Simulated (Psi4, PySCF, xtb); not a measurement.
Approach curve of the dimer F4Ti ··· HF (SMILES [F][Ti]([F])([F])[F] and F), singlet. Monomers: optimised at B3LYP-D3(BJ) (def2-TZVP), held rigid. Orientation: lowest of the rigid-body minima from ten starts at GFN2-xTB. Only R, the distance of the centres of mass, is varied, so the lowest point isn't the relaxed dimer.

Methods: RHF/LANL2DZ = restricted Hartree-Fock/LANL2DZ, with its core potentials past Ne, no counterpoise correction (PySCF); GFN1-xTB (xtb); RHF/6-31G* = restricted Hartree-Fock/6-31G*, spherical d, no counterpoise correction in PySCF; wB97M-V/def2-TZVP, counterpoise-corrected (Psi4).

Interaction energies in kJ/mol; the last columns give the difference from wB97M-V:

```csv
R / Å,RHF/LANL2DZ,GFN1-xTB,RHF/6-31G*,wB97M-V/def2-TZVP,RHF/LANL2DZ − wB97M-V/def2-TZVP,GFN1-xTB − wB97M-V/def2-TZVP,RHF/6-31G* − wB97M-V/def2-TZVP
2.11,31.60,-29.92,33.94,50.60,-19.00,-80.52,-16.66
2.26,-2.34,-50.20,0.63,16.40,-18.74,-66.60,-15.77
2.48,-24.06,-59.80,-21.23,-7.61,-16.45,-52.19,-13.62
2.69,-29.28,-56.39,-26.86,-15.66,-13.63,-40.74,-11.20
2.89,-28.09,-48.61,-25.86,-16.96,-11.13,-31.65,-8.90
3.20,-22.54,-34.59,-20.26,-14.29,-8.25,-20.30,-5.98
3.51,-16.85,-22.43,-14.73,-10.48,-6.36,-11.94,-4.25
3.96,-10.63,-10.78,-9.27,-6.18,-4.45,-4.60,-3.09
4.69,-4.90,-3.03,-4.73,-2.67,-2.23,-0.37,-2.07
5.64,-1.98,-0.75,-1.95,-1.01,-0.97,0.26,-0.94
7.01,-0.72,-0.22,-0.43,-0.32,-0.39,0.11,-0.11
```

RHF/LANL2DZ is furthest from wB97M-V/def2-TZVP at 2.11 (-19.00 kJ/mol, below); its mean absolute difference over the points is 9.24 kJ/mol.

GFN1-xTB is furthest from wB97M-V/def2-TZVP at 2.11 (-80.52 kJ/mol, below); its mean absolute difference over the points is 28.11 kJ/mol.

RHF/6-31G* is furthest from wB97M-V/def2-TZVP at 2.11 (-16.66 kJ/mol, below); its mean absolute difference over the points is 7.51 kJ/mol.
